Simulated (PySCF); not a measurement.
Molecule: C7H9F3Si2, SMILES FC(F)(F)[SiH2][SiH2]c1ccccc1. Atoms near the plane z = 1.5 Å, at the GFN2-xTB optimised geometry (x, y, z in Å): F1 (-2.8, -3.5, 0.5), Si6 (0.1, -1.5, 0.0), C7 (1.1, 0.2, 0.0), C8 (0.4, 1.4, 0.0), C9 (1.1, 2.6, 0.0), C10 (2.5, 2.6, 0.0), C11 (3.2, 1.4, 0.0), C12 (2.5, 0.2, 0.0), H14 (-3.0, -0.4, 0.6), H16 (0.3, -2.1, 1.3), H17 (-0.7, 1.4, 0.0), H18 (0.6, 3.5, 0.0), H19 (3.1, 3.5, 0.0), H20 (4.3, 1.3, 0.0), H21 (3.0, -0.8, 0.0).

Computed with CAM-B3LYP/def2-SVP in PySCF. The values are rescaled to run from 0 to 1.

```
|66666666666666666666666666666|
|66666666666666666666666666666|
|66666666666666666666666666666|
|66666666666666665555566666666|
|66666666666666555555555666666|
|66666666666665555555555566666|
|66666666666655554444455556666|
|66666666666655543333345556666|
|66666666666655543222234555666|
|66666666666665543222234555666|
|66666666666666655433344555666|
|66666666666666676655555555666|
|66666666666666788877665556666|
|66666666666667789998876666666|
|66666666666666789999876666666|
|66666666666666778888876666666|
|66666666666655566777766666666|
|66666666666554334666666666666|
|66666666665553003556666666666|
|66666666665553003455666666666|
|66666666665554334555666666666|
|66666666666555445555666666666|
|66666666666555555555666666666|
|66666666666655555556666666666|
|66666666666666556666666666666|
|66666666666666666666666666666|
|66666666666666666666666666666|
|66666666666666666666666666666|
|66666666666666666666666666666|
```
Scale: ten equal steps from 0.000 (start of '0') to 1.00 (end of '9'), in the order '0123456789'; x runs from -6.50 to 6.50, y from -6.50 (bottom) to 6.50 (top).

Question: Which quantity is mapped?
(A) Laplacian of the electron density
(B) electron localisation function
(C) log10 of the electron density
(D) an orbital amplitude

Answer: D, an orbital amplitude. In full: HOMO amplitude (bohr^(-3/2)).
